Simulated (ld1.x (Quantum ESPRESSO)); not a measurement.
**Varying the PAW potential for silicon (Si)**

Base potential:

```
Element                 : silicon (Si)
Generator               : ld1.x (Quantum ESPRESSO) 7.5
Type                    : PAW
Functional              : LDA (PZ)
Relativity              : scalar-relativistic
Frozen core             : [He]
Valence charge          : 12
Reference configuration : 2s2 2p6 3s2 3p2
Partial waves           : 2s (bound): rcut 1.20, rcutus 1.25 bohr; 3s (bound): rcut 1.20, rcutus 1.25 bohr; 2p (bound): rcut 0.95, rcutus 1.25 bohr; 3p (bound): rcut 0.95, rcutus 1.25 bohr
Local potential         : all-electron potential smoothed inside 1.05 bohr (lloc = -1)
Core correction         : a·sin(br)/r model core, default radius (ld1.x builds one for every PAW set, though the input has nlcc=.false.)
Augmentation charge     : PSQ, inside the norm-conserving radii
```

All-electron outer shells of the reference configuration (LDA (PZ), scalar-relativistic, ld1.x):

```
shell  level (eV)  outermost node (bohr)  outermost maximum (bohr)
   1s    -1778.47                      –                      0.07
   2s     -138.73                   0.15                      0.45
   2p      -95.60                      –                      0.39
   3s      -10.88                   0.72                      1.77
   3p       -4.17                   0.72                      2.14
```

Cutoffs, loose and tight: the cutoffs (Ry, on a coarse ladder) from which the occupation-weighted sum of valence levels, in a spherical-Bessel basis at the reference potential, stays within 10 and 1 mRy of its value at 400 Ry. They do not see the model core or the augmentation charge, which bear on the density cutoff. Test errors are all-electron minus pseudo excitation energies from the reference, over the configurations 2s2 2p6 3s2 3p1; 2s2 2p6 3s2 3p0; 2s2 2p6 3s1 3p0; 2s2 2p5 3s2 3p2; 2s2 2p6 3s1 3p2; 2s2 2p6 3s0 3p0; 2s2 2p6 3s1 3p3 (two spin-polarised tests are not counted in the largest error). A dash means not determined; rows that change the core or the reference have their own tests. The largest error is taken over the tests solved by every variant that gives reliable tests at all: 2s2 2p6 3s1 3p0; 2s2 2p6 3s2 3p0; 2s2 2p6 3s2 3p1.

Cutoffs are not given where the Bessel-basis levels miss the radial ones by over 6 mRy, ghosts where they miss by over 20 mRy; a channel whose overlap is not positive is not tested.

A file whose overlap is not positive is unfit for use, and its test errors describe a broken file.

```csv
change,outcome,bound ghosts,largest test error (meV)
base,"generated, overlap not positive",not determined (overlap not positive),+63
"all radii but the core radius scaled by about 0.82 (s 1.02, p 1.02 bohr, rcut 0.98/0.78); local potential all-electron potential smoothed inside 0.86 bohr (lloc = -1)","generated, overlap not positive",not determined (overlap not positive),+14
"all radii but the core radius scaled by about 0.96 (s 1.20, p 1.20 bohr, rcut 1.16/0.92); local potential all-electron potential smoothed inside 1.02 bohr (lloc = -1)","generated, overlap not positive",not determined (overlap not positive),+271
"all radii but the core radius scaled by about 1.12 (s 1.40, p 1.40 bohr, rcut 1.34/1.06); local potential all-electron potential smoothed inside 1.18 bohr (lloc = -1)",failed: new_paw_hamiltonian: negative rho,–,–
"all radii but the core radius scaled by about 1.20 (s 1.50, p 1.50 bohr, rcut 1.44/1.14); local potential all-electron potential smoothed inside 1.26 bohr (lloc = -1)",failed: new_paw_hamiltonian: negative rho,–,–
"all radii but the core radius scaled by about 1.23 (s 1.54, p 1.54 bohr, rcut 1.48/1.18); local potential all-electron potential smoothed inside 1.30 bohr (lloc = -1)",failed: new_paw_hamiltonian: negative rho,–,–
"all radii but the core radius scaled by about 1.33 (s 1.66, p 1.66 bohr, rcut 1.58/1.26); local potential all-electron potential smoothed inside 1.38 bohr (lloc = -1)",failed: run_pseudo: Errors in PS-KS equation,–,–
"all radii but the core radius scaled by about 1.38 (s 1.72, p 1.72 bohr, rcut 1.66/1.32); local potential all-electron potential smoothed inside 1.46 bohr (lloc = -1)",failed: new_paw_hamiltonian: negative rho,–,–
```

What comes out with this change to the base: all radii but the core radius scaled by about 0.90 (s 1.12, p 1.12 bohr, rcut 1.08/0.86); local potential all-electron potential smoothed inside 0.94 bohr (lloc = -1)?

outcome: generated, overlap not positive; bound ghosts: not determined (overlap not positive); largest test error (meV): +29. A file whose overlap is not positive is unfit for use, and its test errors describe a broken file.

What comes out with this change to the base: all radii but the core radius scaled by about 0.75 (s 0.94, p 0.94 bohr, rcut 0.90/0.72); local potential all-electron potential smoothed inside 0.78 bohr (lloc = -1)?

outcome: generated, overlap not positive; bound ghosts: not determined (overlap not positive); largest test error (meV): -1.3. A file whose overlap is not positive is unfit for use, and its test errors describe a broken file.

Reading the sweep of the scale of all radii but the core radius (base = 1) (base included, trends over the rows without a ghost): The generation fails at 1.12, 1.2, 1.23, 1.33, 1.38.
